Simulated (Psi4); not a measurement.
Torsional profile of SMILES c1([se]ccc1)-c1ccc[nH]1 (C8H7NSe). Scanned: dihedral N3–C4–C5–Se9; all other coordinates were relaxed at GFN2-xTB. Points at φ and −φ are mirror images.

Geometry of the scan point at -90° (Å):
```
17

C      2.8892     0.4696    -0.3682
C      2.7353    -0.8695    -0.6014
N      1.4226    -1.1785    -0.4471
C      0.7229    -0.0524    -0.1164
C     -0.7090    -0.0796     0.1359
C     -1.3264    -0.2729     1.3335
C     -2.7411    -0.2418     1.3011
C     -3.2747    -0.0229     0.0740
Se    -1.9791     0.1833    -1.2373
C      1.6179     0.9900    -0.0626
H      3.8066     1.0221    -0.4113
H      3.4582    -1.6165    -0.8638
H      1.0148    -2.0919    -0.5608
H     -0.7702    -0.4349     2.2419
H     -3.3413    -0.3814     2.1846
H     -4.3199     0.0391    -0.1711
H      1.3803     2.0084     0.1732
```

Computed with PBE-D3(BJ)/def2-SVP // GFN2-xTB (Psi4).

Scanned values (°): -150, -120, -90, -60, -30, 0, 30, 60, 90, 120, 150, 180.

Question: At which scan points does the profile have its minima and maxima, and how high do they lie?

Answer: Lower than their neighbours: -30° (1.1 kJ/mol), 30° (1.1 kJ/mol), 180° (0.0 kJ/mol). Higher than their neighbours: -90° (13.8 kJ/mol), 0° (1.9 kJ/mol), 90° (13.8 kJ/mol). The whole profile spans 13.8 kJ/mol.
